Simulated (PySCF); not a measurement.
Work out the structure from these simulated measurements.

Formula: C8H9FOS.

* 13C NMR: chemical shifts (computed TMS as zero) by class: 151.1 (1 C), 145.9 (1 C), 136.2 (1 C), 132.0 (1 C), 130.3 (1 C), 128.6 (1 C), 85.2 (1 C), 49.8 (1 C) ppm [GIAO PBE0/pcSseg-1]
* Dipole: 4.09 D [PBE0/pcSseg-1]
* Rotational structure: rotational constants A, B, C: 1.208, 0.894, 0.574 GHz [GFN2-xTB]
* NMR, other nuclei: isotropic shieldings of nuclei other than C and H, by class: 282 (1 O), 437 (1 F), 159 (1 S) ppm [GIAO PBE0/pcSseg-1]
* 1H NMR: chemical shifts (computed TMS as zero) by class: 8.16 (1 H), 7.78 (1 H), 7.54 (1 H), 7.14 (1 H), 6.86 (1 H), 6.59 (1 H), 2.39 (3 H) ppm [GIAO PBE0/pcSseg-1]

The electronic properties come from PySCF, for the isolated species, density fitting. Levels stand in brackets. The structure is a single GFN2-xTB conformer in the gas phase; no vibrational or solvent corrections. NMR classes are plain means over equivalent atoms (diastereotopic ones count apart unless rotation or inversion swaps them), as if these changed places fast.

Question: Give a SMILES that accounts for the data.

Answer: Numbering: `[CH3:1][S@:2](=[O:3])[c:4]1[cH:5][cH:6][cH:7][cH:8][c:9]1[CH2:10][F:11]`. 8 carbons fall into 8 classes; from least to most shielded: substituted aromatic carbon [C4] (151.1 ppm), substituted aromatic carbon [C9] (145.9 ppm), aromatic CH carbon [C7] (136.2 ppm), aromatic CH carbon [C6] (132.0 ppm), aromatic CH carbon [C8] (130.3 ppm), aromatic CH carbon [C5] (128.6 ppm), sp3 C–F carbon [C10] (85.2 ppm), S-methyl carbon [C1] (49.8 ppm). Hydrogen classes from least to most shielded: 1 H on an aromatic CH carbon, C8 (8.16 ppm), 1 H on an aromatic CH carbon, C7 (7.78 ppm), 1 H on an aromatic CH carbon, C6 (7.54 ppm), 1 H on an aromatic CH carbon, C5 (7.14 ppm), 1 H on an sp3 C–F carbon, C10 (6.86 ppm), 1 H on an sp3 C–F carbon, C10 (6.59 ppm), 3 H on an S-methyl carbon, C1 (2.39 ppm, a mean of values up to 1.3 ppm apart in this geometry). The other shieldings belong to: 282 ppm, sulfinyl oxygen [O3]; 437 ppm, alkyl fluorine [F11]; 159 ppm, sulfinyl sulfur [S2]. The optimised geometry has point group C1 and is an asymmetric top. Structure: `C[S@](=O)c1ccccc1CF`. Computed isomers that give other values at the same levels: `C[S@@](=O)C1=CC=C(F)C=CC1` (13C chemical shifts (computed TMS as zero) by class: 175.5 (1 C), 150.3 (1 C), 129.3 (1 C), 128.2 (1 C), 125.1 (1 C), 116.3 (1 C), 57.6 (1 C), 22.3 (1 C) ppm). The assignments are read from this structure; whether some other isomer fits the data as well wasn't checked. The mirror image fits equally.

The values belong to the conformer `[CH3:1][S@:2](=[O:3])[c:4]1[cH:5][cH:6][cH:7][cH:8][c:9]1[CH2:10][F:11]`: C1–S2–C4–C5 -89°, C8–C9–C10–F11 4°.
